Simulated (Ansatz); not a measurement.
Correlation energies of C4H8AlN (`C#[C][Al]([CH3])[NH]C`) by basis set

```tsv
atom	x (Å)	y (Å)	z (Å)
C1	-0.671	-0.138	-3.514
C2	-0.496	-0.167	-2.317
Al3	-0.240	-0.247	-0.421
C4	-1.036	-1.638	0.676
N5	0.769	1.040	0.247
C6	1.166	1.286	1.615
H7	-0.824	-0.110	-4.570
H8	-2.128	-1.586	0.636
H9	-0.740	-1.576	1.726
H10	-0.757	-2.630	0.308
H11	1.146	1.729	-0.387
H12	0.815	2.258	1.983
H13	0.742	0.523	2.271
H14	2.254	1.257	1.747
```

Total charge 0; spin multiplicity 1. The structure was optimised at the PBE0-D4/def2-TZVP level. It is one conformer, not always the lowest. Frozen core, restricted reference, the Gaussian-basis code of Ansatz. CBS rows extrapolate triple and quadruple zeta; past MP2 they add the triple-zeta difference.

| basis | HF (Eh) | MP2 corr. | CCSD corr. | (T) | CCSD(T) total |
| --- | --- | --- | --- | --- | --- |
| def2-TZVPP | -452.58283 | -0.93910 | -0.98436 | -0.04362 | -453.61081 |
| def2-QZVPP | -452.59967 | -1.00109 | – | – | – |
| CBS(def2) | -452.60199 | -1.04701 | -1.09228 | as TZ | -453.73789 |
